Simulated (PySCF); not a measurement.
PySCF input (B3PW91/6-31G* (5d)):

```python
from pyscf import gto, dft

mol = gto.M(
    atom='''
    F     1.61414200   -0.75939700   -0.00912200
    C     0.70663300    0.38027100   -0.03316300
    C    -0.52663400   -0.12917800    0.01840300
    F    -1.63954400    0.72176300    0.01129500
    H    -0.85137100   -1.16785500    0.06900200
    ''',
    basis='6-31g*',
    charge=-1,
    spin=0,
    verbose=4,
)

mf = dft.RKS(mol, xc='b3pw91')
mf.grids.level = 3
mf.conv_tol = 1e-9
mf.max_cycle = 100
mf.max_memory = 1500
mf.kernel()
if not mf.converged:
    mf = mf.newton()
    mf.kernel(mf.make_rdm1())
mf.dip_moment()
```

Output:

```
PySCF version 2.14.0

[INPUT] verbose = 4
[INPUT] num. atoms = 5
[INPUT] num. electrons = 32
[INPUT] charge = -1
[INPUT] spin (= nelec alpha-beta = 2S) = 0
[INPUT] symmetry False subgroup None
[INPUT] Mole.unit = angstrom
[INPUT] Symbol           X                Y                Z      unit          X                Y                Z       unit  Magmom
[INPUT]  1 F      1.614142000000  -0.759397000000  -0.009122000000 AA    3.050286306158  -1.435052349816  -0.017238081708 Bohr   0.0
[INPUT]  2 C      0.706633000000   0.380271000000  -0.033163000000 AA    1.335342840580   0.718608043114  -0.062668987469 Bohr   0.0
[INPUT]  3 C     -0.526634000000  -0.129178000000   0.018403000000 AA   -0.995194027884  -0.244111041319   0.034776629870 Bohr   0.0
[INPUT]  4 F     -1.639544000000   0.721763000000   0.011295000000 AA   -3.098289129174   1.363934396844   0.021344456577 Bohr   0.0
[INPUT]  5 H     -0.851371000000  -1.167855000000   0.069002000000 AA   -1.608858020397  -2.206926103204   0.130394882047 Bohr   0.0

nuclear repulsion = 99.7077764456153
number of shells = 26
number of NR pGTOs = 112
number of NR cGTOs = 58
basis = 6-31g*
ecp = {}

******** <class 'pyscf.dft.rks.RKS'> ********
method = RKS
initial guess = minao
damping factor = 0
level_shift factor = 0
DIIS = <class 'pyscf.scf.diis.CDIIS'>
diis_start_cycle = 1
diis_space = 8
diis_damp = 0
SCF conv_tol = 1e-09
SCF conv_tol_grad = None
SCF max_cycles = 100
direct_scf = True
direct_scf_tol = 1e-13
XC library pyscf.dft.libxc version 7.1.2
    S. Lehtola, C. Steigemann, M. J. T. Oliveira, and M. A. L. Marques,  SoftwareX 7, 1–5 (2018)
XC functionals = b3pw91
    A. D. Becke,  J. Chem. Phys. 98, 5648 (1993)
radial grids:
    Treutler-Ahlrichs [JCP 102, 346 (1995); DOI:10.1063/1.469408] (M4) radial grids

becke partition: Becke, JCP 88, 2547 (1988); DOI:10.1063/1.454033
pruning grids: <function nwchem_prune>
grids dens level: 3
symmetrized grids: False
atomic radii adjust function: <function treutler_atomic_radii_adjust>
small_rho_cutoff = 0
Set gradient conv threshold to 3.16228e-05
Initial guess from minao.
tot grids = 66568
init E= -276.481302103824
  HOMO = -0.261040184359201  LUMO = -0.0243780838905576  gap/eV = 6.43990
cycle= 1 E= -276.198143907285  delta_E= 0.283  |g|= 0.675  |ddm|= 2.25
  HOMO = 0.124025343784306  LUMO = 0.337270561992424  gap/eV = 5.80270
cycle= 2 E= -276.142081037957  delta_E= 0.0561  |g|= 0.904  |ddm|=  1.3
  HOMO = 0.0611644327864442  LUMO = 0.317829490701651  gap/eV = 6.98421
cycle= 3 E= -276.275729994888  delta_E= -0.134  |g|= 0.136  |ddm|= 0.813
  HOMO = 0.048487207756613  LUMO = 0.299802858679544  gap/eV = 6.83865
cycle= 4 E= -276.280098370074  delta_E= -0.00437  |g|= 0.0322  |ddm|= 0.15
  HOMO = 0.0446401059579591  LUMO = 0.299296620933594  gap/eV = 6.92956
cycle= 5 E= -276.28026769752  delta_E= -0.000169  |g|= 0.0164  |ddm|= 0.0452
  HOMO = 0.0470104517434322  LUMO = 0.300969788904342  gap/eV = 6.91059
cycle= 6 E= -276.280326121133  delta_E= -5.84e-05  |g|= 0.00262  |ddm|= 0.0174
  HOMO = 0.0465877768039071  LUMO = 0.30073360234212  gap/eV = 6.91566
cycle= 7 E= -276.28032756262  delta_E= -1.44e-06  |g|= 0.00129  |ddm|= 0.00391
  HOMO = 0.0466425718668608  LUMO = 0.300739942093088  gap/eV = 6.91434
cycle= 8 E= -276.280327881768  delta_E= -3.19e-07  |g|= 0.000147  |ddm|= 0.000957
  HOMO = 0.0466409634576457  LUMO = 0.300742990806572  gap/eV = 6.91447
cycle= 9 E= -276.28032788702  delta_E= -5.25e-09  |g|= 1.93e-05  |ddm|= 0.000207
  HOMO = 0.0466378412312309  LUMO = 0.300741297736224  gap/eV = 6.91451
cycle= 10 E= -276.280327887114  delta_E= -9.41e-11  |g|= 2.36e-06  |ddm|= 4.09e-05
  HOMO = 0.0466380819342209  LUMO = 0.300741807078202  gap/eV = 6.91451
Extra cycle  E= -276.280327887114  delta_E= -3.41e-13  |g|= 2.41e-06  |ddm|= 4.44e-06
converged SCF energy = -276.280327887114

WARN: System has nonzero charge -1; the dipole moment is origin-dependent.
Location of origin: [0. 0. 0.]

Dipole moment(X, Y, Z, Debye): -1.93758, -1.70922,  0.11822
```

The dipole moment of an ion depends on the origin.

The geometry given is a B3LYP-D3(BJ)/def2-TZVP minimum.
